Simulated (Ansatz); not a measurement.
Ideal-gas functions of FH$_{3}$HfO$_{2}$Se, SMILES `[OH][Hf]([OH])([F])[SeH]` at 500 K and 1 bar, from an Ansatz frequency run at PBE0-D4/def2-TZVP.

Molar mass 311.47 g/mol, point group C1 (symmetry number 1), electronic degeneracy 1, moments of inertia 183.222, 552.026, 558.565 u Å². Harmonic wavenumbers (cm⁻¹, unscaled): 84, 104, 116, 145, 155, 172, 186, 228, 241, 271, 338, 459, 630, 702, 725, 2423, 4015, 4020.

Use S(trans) = R[1.5 ln M + 2.5 ln T − 1.1517]; rotational temperatures θ = 24.2544 K / I; S(rot) = R[ln(√π/σ · √(T³/θAθBθC)) + 1.5]; for each mode x = 1.438777 ν̃/T, S = R[x/(eˣ − 1) − ln(1 − e⁻ˣ)] and H = RT x/(eˣ − 1); 1 cm⁻¹ = 0.0119627 kJ/mol; R = 8.31446 J/(mol·K).

Q: By hand: the entropy, in J/(mol·K).

A: Translation 191.2. Rotation: θ = 0.1324, 0.0439, 0.0434 K, giving 129.2. Vibration, mode by mode: 20.14, 18.38, 17.48, 15.64, 15.10, 14.25, 13.61, 11.97, 11.52, 10.59, 8.87, 6.58, 4.42, 3.75, 3.56, 0.06, 0.00, 0.00, in all 175.9. Electronic 0.0. Sum 496.3 J/(mol·K).

Q: By hand: H − E and G − E in kJ/mol, counted from the electronic energy.

A: Zero-point energy ½ × 15014 × 0.0119627 = 89.8; thermal vibration 40.8; translation, rotation and pV give 4 RT = 16.6. H − E = 147.2 kJ/mol, and G − E = 147.2 − 500 × 496.3/1000 = -100.9 kJ/mol.

Vibration gives 35 % of the entropy, 71.6 J/(mol·K) of it from the modes under 150 cm⁻¹: soft modes count most, and the harmonic formula is weakest for them. The sum counts one conformer and one mirror image; others add a mixing term.
